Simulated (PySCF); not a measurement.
## Spinor energies of Xe(3+) (xenon, charge +3)

Start: [Kr] 4d10 5s2 5p3; 5p1/2 filled at m_j = -1/2, +1/2; 5p3/2 filled at m_j = +3/2. Calculated with PySCF 2.14 in x2c-TZVPPall-2c: generalised Hartree-Fock with the X2C-1e Hamiltonian and a Gaussian nucleus; one run each with spin-orbit coupling (SO) switched off, then screened by Boettger's factors.

| spinor shell | electrons | ε, spin-free (eV) | ε, screened SO (eV) | weight of nominal j (screened SO) | rms radius, screened SO (bohr) |
| --- | --- | --- | --- | --- | --- |
| 1s1/2 | 2 | -34761.6 | -34757.4 | 1.000 | 0.0305 |
| 2s1/2 | 2 | -5540.4 | -5539.1 | 1.000 | 0.124 |
| 2p1/2 | 2 | -4967.8 | -5193.8 | 1.000 | 0.107 |
| 2p3/2 | 4 | -4967.8 | -4866.3 | 1.000 | 0.112 |
| 3s1/2 | 2 | -1203.6 | -1203.1 | 1.000 | 0.326 |
| 3p1/2 | 2 | -1014.2 | -1058.3 | 1.000 | 0.318 |
| 3p3/2 | 4 | -1014.2 | -994.17 | 1.000 | 0.330 |
| 3d3/2 | 4 | -733.94 | -741.63 | 1.000 | 0.302 |
| 3d5/2 | 6 | -733.94 | -728.34 | 1.000 | 0.305 |
| 4s1/2 | 2 | -262.66 | -262.48 | 1.000 | 0.761 |
| 4p1/2 | 2 | -199.98 | -208.87 | 0.999 | 0.796 |
| 4p3/2 | 4 | -199.98 | -195.79 | 0.999 | 0.824 |
| 4d3/2 | 4 | -105.77 | -106.99 | 0.982 | 0.935 |
| 4d5/2 | 6 | -105.77 | -104.73 | 0.988 | 0.943 |
| 5s1/2 | 2 | -55.970 | -55.918 | 1.000 | 1.88 |
| 5p1/2 | 2 | -43.305 | -43.681 | 0.689 | 2.12 |
| 5p3/2 | 1 | -43.305 | -42.560 | 1.000 | 2.16 |

| quantity | spin-free | screened SO |
| --- | --- | --- |
| E (hartree) | -7440.09991 | -7442.51880 |
| M_J | 3/2 | 3/2 |
| ⟨J²⟩ | 3.751 | 3.760 |
| ⟨L²⟩ | 0.000 | 0.210 |
| ⟨S²⟩ | 3.751 | 3.526 |

Each row is a mean over spinors that exchange with the open shell spreads, by up to 8.326 eV (5s1/2).

Rows whose weight is well below 1 are mixtures of j = l ± 1/2: exchange outweighs spin-orbit coupling there, and the label is only the starting occupation.

Breit and QED terms are absent; they matter most for the inner s and p1/2 levels.

Densities and radii are taken from the X2C orbitals without a picture-change correction, which distorts them close to the nucleus.

Without spin-orbit coupling the j labels of p, d and f shells carry no meaning; the spin-free column gives the mean over the occupied spinors of each nl shell.
